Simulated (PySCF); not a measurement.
C₇H₁₂AlN.
SMILES with atom numbers: `[CH3:1][CH2:2][AlH2-:3][n+:4]1[cH:5][cH:6][cH:7][cH:8][cH:9]1`

NICS = −σ at a ghost point: NICS(0) at the centroid of the ring atoms, NICS(1) 1 Å to either side along the normal of their mean plane, zz for the tensor component along that normal. Level: GIAO PBE0/pcSseg-1 (PySCF, non-relativistic, gas phase) on the PBE0-D3(BJ)/def2-SVP geometry, one conformer.

Ring bond lengths (Å), with Mayer bond orders in brackets: N4–C5 1.338 (1.30), C5–C6 1.389 (1.43), C6–C7 1.393 (1.41), C7–C8 1.393 (1.41), C8–C9 1.389 (1.43), C9–N4 1.338 (1.31).

Task: Give the NICS values of each ring in ppm.

Result: 
| ring | type | NICS(0) | NICS(1), two faces | NICS(1)zz, two faces | rms pucker (Å) | centre to ring atoms, mean (Å) |
| --- | --- | --- | --- | --- | --- | --- |
| N4–C5–C6–C7–C8–C9 | 6-membered ring with N; formal bonds all aromatic | -7.5 | -10.9 / -10.8 | -28.3 / -27.5 | 0.00 | 1.37 |

Task: What can be read from them?

Result: 
- N4–C5–C6–C7–C8–C9: mean NICS(1)zz -27.9 ppm, shielded. For a flat ring without four-coordinate atoms the NICS criterion counts such a value as aromatic.

Task: What does the geometric index give? HOMA = 1 − mean of α(R − Ropt)² over the ring bonds, with Krygowski's 1993 parameters (CC: Ropt 1.388 Å, α 257.7 Å⁻²; CN: Ropt 1.334 Å, α 93.52 Å⁻²).

Result: 
- N4–C5–C6–C7–C8–C9: HOMA 1.00; the largest term is that of C7–C8, α(R − Ropt)² = 0.01. The geometric and the magnetic index point the same way.

Task: What are the shieldings of the ring atoms and their hydrogens in the same run (means over atoms taken as equivalent)?

Result: 
```json
{"atoms": "N4", "environment": "nitrogen bonded to Al and 2 C", "σ isotropic (ppm)": "-29.6", "principal values of the symmetric part, first atom (ppm)": "-212.4, -150.6, 274.1"}
{"atoms": "C5 (×2)", "environment": "aromatic CH next to a ring nitrogen", "σ isotropic (ppm)": "29.3", "principal values of the symmetric part, first atom (ppm)": "-78.7, 13.6, 152.4"}
{"atoms": "C6 (×2)", "environment": "aromatic CH carbon", "σ isotropic (ppm)": "54.4", "principal values of the symmetric part, first atom (ppm)": "-57.1, 44.1, 177.0"}
{"atoms": "C7", "environment": "aromatic CH carbon", "σ isotropic (ppm)": "38.8", "principal values of the symmetric part, first atom (ppm)": "-77.4, 11.4, 182.3"}
{"atoms": "H on C5 (×2)", "environment": "aromatic hydrogen", "σ isotropic (ppm)": "22.24", "principal values of the symmetric part, first atom (ppm)": "17.9, 21.3, 27.6"}
{"atoms": "H on C6 (×2)", "environment": "aromatic hydrogen", "σ isotropic (ppm)": "23.70", "principal values of the symmetric part, first atom (ppm)": "20.6, 23.8, 26.7"}
{"atoms": "H on C7", "environment": "aromatic hydrogen", "σ isotropic (ppm)": "23.25", "principal values of the symmetric part, first atom (ppm)": "20.2, 23.4, 26.1"}
```

Task: How do the values depend on the level or the medium?

Result: 
```
                                   level  NICS(0), N4–C5–C6–C7–C8–C9  mean NICS(1)zz, N4–C5–C6–C7–C8–C9
                      PBE0/pcSseg-1, gas                        -7.5                              -27.9
                  mPW1PW91/pcSseg-1, gas                        -7.5                              -27.9
       PBE0/pcSseg-1, IEF-PCM chloroform                        -7.4                              -28.0
PBE0/pcSseg-1, IEF-PCM dimethylsulfoxide                        -7.3                              -28.0
```

The geometry is the same throughout; the continuum's cavity takes Bondi-type radii × 1.2.

Shape of the structure used: `[CH3:1][CH2:2][AlH2-:3][n+:4]1[cH:5][cH:6][cH:7][cH:8][cH:9]1`: C1–C2–Al3–N4 -57°, C2–Al3–N4–C5 87°.
